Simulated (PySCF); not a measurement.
**Field gradients at the hydrogen positions**

Species: C₆H₈F₂Si.
SMILES with atom numbers: `[CH:1]#[C:2][SiH2:3]/[C:4]([CH2:5][F:6])=[C:7](/[CH3:8])[F:9]` (hydrogens: H10 on C1; H11, H12 on Si3; H13, H14 on C5; H15, H16, H17 on C8)

Geometry (GFN2-xTB, Å), atoms numbered from 1 in this order:
```
atom  x, y, z in Å
C1     3.6231   -0.3852    0.8883
C2     2.7667   -0.1556    0.0762
Si3    1.4612    0.2132   -1.1868
C4    -0.1790    0.0067   -0.2621
C5    -0.3155   -1.1370    0.6987
F6    -1.4332   -1.9028    0.4334
C7    -1.2157    0.8142   -0.4637
C8    -2.5649    0.7864    0.1656
F9    -1.0840    1.8232   -1.3650
H10    4.3713   -0.5824    1.6020
H11    1.6212    1.5849   -1.6616
H12    1.5441   -0.7864   -2.2584
H13    0.5423   -1.8117    0.6342
H14   -0.4233   -0.7858    1.7332
H15   -3.0017    1.7824    0.1322
H16   -2.4996    0.4470    1.1963
H17   -3.2198    0.1008   -0.3724
```

Level: PBE0/pcSseg-1 (PySCF, non-relativistic); Q(2H) = 0.00286 b; rigid geometry, the same for H and D, with no vibrational averaging.

Question: Rank these positions by the coupling χzz of a deuteron there, largest first.
A. H10 (alkyne hydrogen)
B. H17 (methyl hydrogen)
C. H14 (methylene hydrogen)
D. H11 (Si–H hydrogen)

Answer: A (260 kHz), B (207 kHz), C (191 kHz), D (109 kHz).

Q: What are Vzz, η and χzz (234.96 MHz × Q × Vzz) at all hydrogens?

A: 
```csv
atom,bonded to,bond length (Å),Vzz (au),η,χzz (kHz)
H10,C1,1.053,0.3862,0.00,260
H11,Si3,1.460,0.1625,0.01,109
H12,Si3,1.468,0.1583,0.01,106
H13,C5,1.093,0.2874,0.06,193
H14,C5,1.098,0.2847,0.06,191
H15,C8,1.088,0.3096,0.03,208
H16,C8,1.087,0.3122,0.05,210
H17,C8,1.090,0.3079,0.03,207
```

Q: Average by the element that carries the hydrogen.

A: on C: 211 kHz over 6 positions, mean bond length 1.085 Å; on Si: 108 kHz over 2 positions, mean bond length 1.464 Å.

Q: How does χzz go with the bond length over the 6 C–H bonds?

A: A straight-line fit has a slope of -15.2 kHz for each 0.01 Å, with a correlation coefficient of -0.99, over lengths from 1.053 to 1.098 Å. The longer bonds have the smaller couplings here.

Q: Give the 2H NMR doublet splittings at H11 for a magnetic field along the z, y and x axes of the gradient: 3χ/2, 3χ(1 + η)/4, 3χ(1 − η)/4.

A: With |χ| = 109.2 kHz and η = 0.007: 164, 82 and 81 kHz, to first order and without motion.

Isolated species at its GFN2-xTB geometry (one conformer only). GFN2-xTB bond lengths can be off by several hundredths of an ångström, more for odd bonds, and the gradients follow them. With so small a basis the couplings can be 20 % off.

These values come from a run that also computed NMR shieldings. Time: 46 s wall (with the writing of density and orbital grids); peak memory 0.88 GiB. Hardware: an Arm Neoverse V1 with one thread, no GPU (shared host).
